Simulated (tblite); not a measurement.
Compound: C4H9FNSi2 (doublet state).
Numbering: `[F:1][SiH2:2][N:3]([CH2:4][SiH3:5])[C@H:6]1[C:7]=[CH:8]1` (hydrogens: H9, H10 on Si2; H11, H12 on C4; H13, H14, H15 on Si5; H16 on C6; H17 on C8)

Geometry (GFN2-xTB, Å), atoms numbered from 1 in this order:
```xyz
17
C4H9FNSi2 angstrom
F     -2.2006   -2.4212   -0.1971
Si    -0.7403   -2.0591   -0.7575
N     -0.4976   -0.4079   -0.3045
C      0.6988    0.2662   -0.6435
Si     1.6412    0.8671    1.0225
C     -1.1881    0.2320    0.7442
C     -0.2964    1.2613    1.3957
C     -1.3080    1.7418    0.7269
H      0.1655   -2.9878   -0.1006
H     -0.8200   -2.1436   -2.2060
H      1.3164   -0.3650   -1.2733
H      0.4960    1.2032   -1.1605
H      2.9670    0.5578    0.3600
H      1.9114    2.2970    1.2441
H      1.6878   -0.1527    2.0762
H     -1.9056   -0.3876    1.2622
H     -1.9347    2.5105    0.3474
```

Computed values, GFN2-xTB/tblite, gas phase, harmonic and unscaled. The method is semi-empirical: single wavenumbers can be off by several per cent or more. Modes of hydrogen on silicon can be 10 to 20 % off. One conformer, not necessarily the lowest. Open shells enter through the occupations alone, without spin polarisation, and single modes of such species can be off by tens of per cent.

Harmonic wavenumbers (cm⁻¹): 46.2, 65.6, 145.0, 187.6, 250.4, 258.8, 290.9, 319.6, 353.9, 405.8, 518.0, 536.9, 548.1, 558.3, 585.8, 607.9, 640.3, 661.7, 721.5, 752.1, 774.3, 806.3, 822.9, 850.0, 887.9, 907.1, 949.9, 1027.7, 1069.6, 1087.6, 1121.4, 1208.6, 1248.2, 1320.0, 1468.6, 1739.7, 1837.8, 2173.6, 2226.8, 2327.7, 2355.0, 2959.5, 3032.1, 3051.3, 3228.2.

A = 2730, B = 970.5, C = 804.0 MHz; mass 146.026 u (most abundant isotopes); point group C1, symmetry number 1; spin multiplicity 2.

**Question.** Zero-point energy?

**Answer.** ½Σν̃ = 24468 cm⁻¹ = 292.70 kJ/mol.

**Question.** Give the ideal-gas entropy at 273.15 K and 1 bar in the rigid-rotor, harmonic-oscillator model (classical rotation).

**Answer.** Translation 169.19, rotation 121.93, vibration 107.66, spin (R ln 2) 5.76: S = 404.5 J/(mol K).

**Question.** And Cp and H(273.15 K) − H(0)?

**Answer.** Cp = 161.75 J/(mol K), of which vibrations give 128.49 (their classical limit is 45 R = 374.2); H(273.15 K) − H(0) = 25.45 kJ/mol without the zero-point energy, 16.37 from vibrations.

**Question.** Blend soft modes into free rotors: weight 1/[1 + (100 cm⁻¹/ν̃)⁴] for the oscillator and the rest for a rotor with moment μB/(μ + B), μ = h/(8π²ν), B = 10⁻⁴⁴ kg m². What vibrational entropy results?

**Answer.** 99.37 J/(mol K) in place of 107.66, which changes −T·S at 273.15 K by +2.27 kJ/mol.

**Question.** Which modes carry the vibrational entropy at 273.15 K?

**Answer.** 46.2 cm⁻¹: 20.09; 65.6 cm⁻¹: 17.19; 145.0 cm⁻¹: 10.75; 187.6 cm⁻¹: 8.74; 250.4 cm⁻¹: 6.59; 258.8 cm⁻¹: 6.35 J/(mol K); the other 39 give 37.94 together.

**Question.** How do the functions run with temperature in this model?

**Answer.** 
```json
{"T (K)": "50", "S (J/(mol K))": "252.1", "Cp (J/(mol K))": "50.9", "H − H(0) (kJ/mol)": "2.04", "G − H(0) (kJ/mol)": "-10.56", "ln q(vib)": "0.49"}
{"T (K)": "100", "S (J/(mol K))": "294.0", "Cp (J/(mol K))": "73.1", "H − H(0) (kJ/mol)": "5.13", "G − H(0) (kJ/mol)": "-24.27", "ln q(vib)": "1.51"}
{"T (K)": "298.15", "S (J/(mol K))": "419.2", "Cp (J/(mol K))": "173.5", "H − H(0) (kJ/mol)": "29.64", "G − H(0) (kJ/mol)": "-95.34", "ln q(vib)": "6.40"}
{"T (K)": "373.15", "S (J/(mol K))": "461.6", "Cp (J/(mol K))": "204.7", "H − H(0) (kJ/mol)": "43.86", "G − H(0) (kJ/mol)": "-128.39", "ln q(vib)": "8.43"}
{"T (K)": "500", "S (J/(mol K))": "527.5", "Cp (J/(mol K))": "245.5", "H − H(0) (kJ/mol)": "72.56", "G − H(0) (kJ/mol)": "-191.20", "ln q(vib)": "11.87"}
{"T (K)": "750", "S (J/(mol K))": "637.8", "Cp (J/(mol K))": "297.6", "H − H(0) (kJ/mol)": "141.01", "G − H(0) (kJ/mol)": "-337.37", "ln q(vib)": "18.35"}
{"T (K)": "1000", "S (J/(mol K))": "728.2", "Cp (J/(mol K))": "329.5", "H − H(0) (kJ/mol)": "219.69", "G − H(0) (kJ/mol)": "-508.46", "ln q(vib)": "24.26"}
```

q(vib) and H(0) count from the zero-point level.

Hindered rotation and anharmonicity are outside this model. Other conformers, if any are populated, would add a mixing term that is left out. The structure is chiral; the term R ln 2 for an equal mix with its mirror image is left out.
